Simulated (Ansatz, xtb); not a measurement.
## C5H10O2: 5 structures ranked

5 gas-phase structures of C5H10O2, from a drawn sample of its isomers (lower ones may exist). Each was relaxed with GFN2-xTB; where two conformers were screened, the lower at r2SCAN-D4/def2-SVP is listed:

A. `C/C=C(/O)COC`, a singlet
B. `CC/C(O)=C/OC`, a singlet
C. `C/C=C(\O)COC`, a singlet
D. `CC/C(O)=C\OC`, a singlet
E. `CCC(=O)COC`, a singlet

Question: Which do you expect lowest at r2SCAN-D4/def2-SVP, and how would the others follow?

Answer: Calculated order at r2SCAN-D4/def2-SVP: E (0.0), C (9.7), B (9.7), A (12.0), D (13.5) kcal/mol. Less than 1 kcal/mol parts C and B, so the order within that pair means little.

Energies above the lowest of each column, in kcal/mol; the last columns are at B3LYP-D3(BJ)/def2-SVP geometries:

```csv
structure,GFN2-xTB,HF/STO-3G,r2SCAN-D4/def2-SVP,B3LYP-D3(BJ)/def2-SVP,CCSD(T)/def2-SVP + ΔMP2/def2-TZVPP
E,0.0,0.0,0.0,0.0,0.0
C,6.3,15.7,9.7,9.7,7.9
B,3.6,13.6,9.7,9.2,8.0
A,6.9,17.1,12.0,11.7,10.1
D,4.7,15.3,13.5,12.9,12.0
```

Every level run on E puts it lowest or level with the lowest. Flexible structures stand in one conformer each, not always the lowest. The ΔMP2 step shifts differences by up to 3.8 kcal/mol, which makes them less sure. ΔMP2 is the change of the MP2 energy from the smaller to the larger basis.

Over these structures GFN2-xTB departs from r2SCAN-D4/def2-SVP by 2.4 kcal/mol on average once a common shift is removed. A GFN2-xTB relaxation took about 0.27 s and the r2SCAN-D4/def2-SVP energy about 6.3 s on a shared host (Ansatz 0.2.0, xtb 6.7.1).
